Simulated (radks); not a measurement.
Results of a calculation; reference values are marked as such.
How relativity changes the ionisation of the antimony ion Sb19+ ([Ar] 3d10 4s2 4p2) to Sb20+ ([Ar] 3d10 4s2 4p1). Spin-unpolarised spherical Kohn-Sham, PBEsol, point nucleus unless stated (finite: rms radius 4.6802 fm), a radial shooting solver on a logarithmic mesh with Libxc functionals. A level marked "c x" has the speed of light scaled by that factor and shares open shells by 2j + 1; other Dirac levels either fill j = l - 1/2 first or share by 2j + 1.

level,E(Sb19+) (hartree),E(Sb20+) (hartree),IE (eV),HOMO,<r> HOMO (bohr)
non-rel.,-6163.60409,-6143.75623,540.09,4p,0.7364
scalar-rel.,-6329.14319,-6309.08958,545.69,4p,0.7274
"scalar-rel., finite nucleus",-6328.96091,-6308.90725,545.69,4p,0.7274
"Dirac, 2j+1 shares",-6331.15725,-6311.09255,545.99,4p3/2,0.7325
"Dirac, low j first",-6331.77423,-6311.41033,554.13,4p1/2,0.7160
"Dirac, 2j+1 shares, finite nucleus",-6330.97440,-6310.90966,545.99,4p3/2,0.7325
"Dirac, c x 0.75",-6479.78850,-6459.54042,550.98,4p3/2,0.7297
"Dirac, c x 0.85",-6402.26689,-6382.11346,548.40,4p3/2,0.7311
"Dirac, c x 10",-6165.16907,-6145.31913,540.14,4p3/2,0.7363

NIST Atomic Spectra Database: 552 eV (theoretical). The relativistic part of the total energy of Sb19+ is -167.4 hartree (Dirac, 2j+1 shares, finite nucleus), 2.7 % of the non-relativistic value. Spin polarisation and multiplet splitting of open shells are left out at every level.

Beside tabulated values, note that relativity, absent from the non-relativistic runs, is large for the heavy elements, and spin-unpolarised runs miss the spin-polarisation part of the exchange energy of open shells.
